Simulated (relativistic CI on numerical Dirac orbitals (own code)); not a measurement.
Fe5+ (3d3) in a crystal field

Calculated by Dirac-Coulomb-Breit CI, separate exchange-only KLI orbitals for each configuration, QED by a radiative potential, valence Slater integrals scaled by 0.75, one configuration in a parametric crystal field (own radial code).

Field parameters in Wybourne normalisation: Oh B⁴₀ = 21Dq, B⁴₄ = √(5/14) B⁴₀. The field is a parameter set, without covalency.

S and J are read from ⟨S²⟩ = S(S + 1) and ⟨J²⟩ = J(J + 1) of each level; they are not fictitious spins.

Oh, 10Dq = 5900 cm⁻¹, the lowest 16 levels:

```tsv
E (cm⁻¹)	Degeneracy	Irrep	S	J
0.0	4	Γ8	1.50	3.26
5750	2	Γ7	1.50	3.10
5867	4	Γ8	1.50	3.30
6005	4	Γ8	1.50	3.45
6118	2	Γ6	1.50	3.64
9924	2	Γ7	1.50	2.96
10025	4	Γ8	1.50	3.29
10603	4	Γ8	1.50	3.96
10934	2	Γ6	1.50	4.31
19442	4	Γ8	0.50	3.88
20319	4	Γ8	0.52	4.38
20500	2	Γ6	0.51	3.74
23199	2	Γ6	0.55	4.24
23810	2	Γ7	0.52	3.38
23813	2	Γ6	1.46	1.08
23909	4	Γ8	1.34	2.16
```

Oh, 10Dq = 43500 cm⁻¹, the lowest 10 levels:

| E (cm⁻¹) | Degeneracy | Irrep | S | J |
| --- | --- | --- | --- | --- |
| 0.0 | 4 | Γ8 | 1.50 | 3.47 |
| 21128 | 4 | Γ8 | 0.50 | 3.92 |
| 21976 | 4 | Γ8 | 0.50 | 4.12 |
| 22129 | 2 | Γ6 | 0.50 | 3.69 |
| 33394 | 4 | Γ8 | 0.50 | 3.49 |
| 33630 | 2 | Γ7 | 0.50 | 3.87 |
| 43296 | 2 | Γ7 | 1.50 | 3.16 |
| 43434 | 4 | Γ8 | 1.50 | 3.37 |
| 43656 | 4 | Γ8 | 1.50 | 3.62 |
| 43669 | 2 | Γ6 | 1.50 | 3.67 |

Oh, 10Dq = 38800 cm⁻¹, the lowest 16 levels:

| E (cm⁻¹) | Degeneracy | Irrep | S | J |
| --- | --- | --- | --- | --- |
| 0.0 | 4 | Γ8 | 1.50 | 3.46 |
| 21026 | 4 | Γ8 | 0.50 | 3.93 |
| 21912 | 4 | Γ8 | 0.50 | 4.13 |
| 22077 | 2 | Γ6 | 0.50 | 3.70 |
| 32956 | 4 | Γ8 | 0.51 | 3.51 |
| 33212 | 2 | Γ7 | 0.51 | 3.88 |
| 38602 | 2 | Γ7 | 1.50 | 3.16 |
| 38746 | 4 | Γ8 | 1.50 | 3.37 |
| 38962 | 4 | Γ8 | 1.50 | 3.62 |
| 38973 | 2 | Γ6 | 1.50 | 3.67 |
| 50656 | 2 | Γ6 | 1.49 | 2.62 |
| 50738 | 4 | Γ8 | 1.50 | 2.67 |
| 50763 | 2 | Γ7 | 1.50 | 2.68 |
| 50770 | 4 | Γ8 | 1.50 | 2.74 |
| 55905 | 2 | Γ6 | 0.51 | 4.10 |
| 59506 | 2 | Γ7 | 0.50 | 4.23 |

Oh, 10Dq = 34100 cm⁻¹, the lowest 16 levels:

```csv
E (cm⁻¹),Degeneracy,Irrep,S,J
0.0,4,Γ8,1.50,3.46
20905,4,Γ8,0.50,3.93
21833,4,Γ8,0.50,4.14
22012,2,Γ6,0.50,3.71
32385,4,Γ8,0.57,3.51
32677,2,Γ7,0.56,3.87
33938,2,Γ7,1.47,3.19
34107,4,Γ8,1.46,3.38
34273,4,Γ8,1.50,3.61
34279,2,Γ6,1.50,3.67
45743,2,Γ6,1.49,2.73
45793,2,Γ7,1.50,2.70
45795,4,Γ8,1.50,2.75
45807,4,Γ8,1.50,2.77
51209,2,Γ6,0.51,4.10
54726,2,Γ7,0.50,4.25
```

Oh, 10Dq = 29400 cm⁻¹, the lowest 16 levels:

| E (cm⁻¹) | Degeneracy | Irrep | S | J |
| --- | --- | --- | --- | --- |
| 0.0 | 4 | Γ8 | 1.50 | 3.45 |
| 20756 | 4 | Γ8 | 0.51 | 3.94 |
| 21731 | 4 | Γ8 | 0.50 | 4.16 |
| 21925 | 2 | Γ6 | 0.51 | 3.72 |
| 29178 | 2 | Γ7 | 1.50 | 3.16 |
| 29280 | 4 | Γ8 | 1.48 | 3.37 |
| 29590 | 2 | Γ6 | 1.50 | 3.67 |
| 29593 | 4 | Γ8 | 1.49 | 3.60 |
| 31891 | 4 | Γ8 | 0.53 | 3.55 |
| 32120 | 2 | Γ7 | 0.52 | 3.90 |
| 40720 | 4 | Γ8 | 1.50 | 2.79 |
| 40726 | 2 | Γ7 | 1.49 | 2.73 |
| 40749 | 2 | Γ6 | 1.49 | 2.89 |
| 40788 | 4 | Γ8 | 1.50 | 2.87 |
| 46515 | 2 | Γ6 | 0.51 | 4.10 |
| 49933 | 2 | Γ7 | 0.50 | 4.27 |

The free-ion ground term has S = 3/2. Every field shown keeps that spin.

Levels of this model without a field, named by their leading LS term (the scale mimics covalency, so terms lie below those of the real free ion): ⁴F3/2 0, ⁴F5/2 498, ⁴F7/2 1153, ⁴F9/2 1938, ⁴P1/2 17315, ⁴P3/2 17487, ²G7/2 17785, ⁴P5/2 18168 cm⁻¹.
